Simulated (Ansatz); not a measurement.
`[F][Ti]([SH])([Cl])[Cl]` + H–F → `[F][Ti]([F])([Cl])[Cl]` + H₂S at 400 K and 1 bar (ligand exchange at a Ti–S bond).

Computed with Ansatz on PBE0-D4/def2-TZVP structures; ΔE is electronic, products minus reactants. CCSD(T)/CBS adds triple-zeta CCSD(T) − MP2 to the extrapolated MP2 energy (def2 sets, frozen cores). This one scheme is used for every species. For Ti outer-core shells are correlated without core-valence functions, which leaves a few kJ/mol of doubt a bond. Scalar relativity is left out up to krypton. One conformer a species, not always the lowest.

```tsv
species	CCSD(T)/CBS energy (Eh)	H − E (kJ/mol)	S (J/(mol·K))
`[F][Ti]([SH])([Cl])[Cl]`	-2266.88295	71.5	417.3
H–F	-100.39570	36.5	182.2
`[F][Ti]([F])([Cl])[Cl]`	-1968.32938	49.4	371.8
H₂S	-398.97279	53.4	215.9
```

H − E and S are ideal-gas, rigid-rotor, harmonic terms from PBE0-D4/def2-TZVP, for one conformer and one mirror image of each species. 1 Eh = 2625.50 kJ/mol, R = 8.31446 J/(mol·K).

By hand: ΔE, ΔH, ΔS and ΔG.

ΔE = (-1968.32938) + (-398.97279) − (-2266.88295) − (-100.39570) = -0.02352 Eh = -61.8 kJ/mol. Δ(H − E) = 49.4 + 53.4 − 71.5 − 36.5 = -5.2, so ΔH = -67.0 kJ/mol. ΔS = 371.8 + 215.9 − 417.3 − 182.2 = -11.8 J/(mol·K). ΔG = -67.0 − 400 × (-11.8)/1000 = -62.3 kJ/mol.

By hand: the equilibrium constant, and the temperature at which ΔG would vanish if ΔH and ΔS stayed fixed.

log₁₀ K = −ΔG/(RT ln 10) = 8.1. ΔG = 0 at ΔH/ΔS = 5678 K, far beyond where these terms or the molecules hold.

The number of gas molecules stays the same, so ΔS is small and ΔH decides. A doubt of 5 kJ/mol in ΔE shifts log₁₀ K by 0.7 here. Other conformers and mirror images would add mixing entropy, several J/(mol·K) or more a flexible species. Modes under 60 cm⁻¹, often nearly free rotors, make the harmonic entropy too high. These are equilibria of isolated gas molecules and say nothing of rates. Largest T1 diagnostic: 0.026 (customary marks: 0.02 for closed shells, 0.045 for open ones).
